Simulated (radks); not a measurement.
The gold ion Au3+, 76 electrons, occupied as [Xe] 4f13.5 5d7 6s1 6p0.5 (fractional occupations, a model configuration). All-electron calculation, Dirac Kohn-Sham, PBE, spin-unpolarised, spherical densities, point nucleus; open shells fill j = l - 1/2 first. Program: a radial shooting solver on a logarithmic mesh with Libxc functionals.

Radial electron density D(r) = 4 pi r^2 rho(r):

r (bohr)  D(r) (e/bohr)
0.00213           30.78
0.002887          44.85
0.003913          62.65
0.005261          82.16
0.00713           100.9
0.009662          112.8
0.0131            113.4
0.01775           105.2
0.02386           101.7
0.03234           116.5
0.04383           141.4
0.0594            143.3
0.07986           120.6
0.1082            120.9
0.1467            137.1
0.1988            103.5
0.2694            74.88
0.3622            88.58
0.4909            67.53
0.6653            32.87
0.9017            21.79
1.212             14.11
1.643             6.174
2.227             2.166
3.018            0.5681
4.09            0.07909
5.499          0.004319

D(r) has 4 maxima, at r = 0.0114, 0.0518, 0.144, 0.374 bohr, and minima at 0.0224, 0.0930, 0.265 bohr, inside which lie 2.03, 11.08, 29.96 electrons.
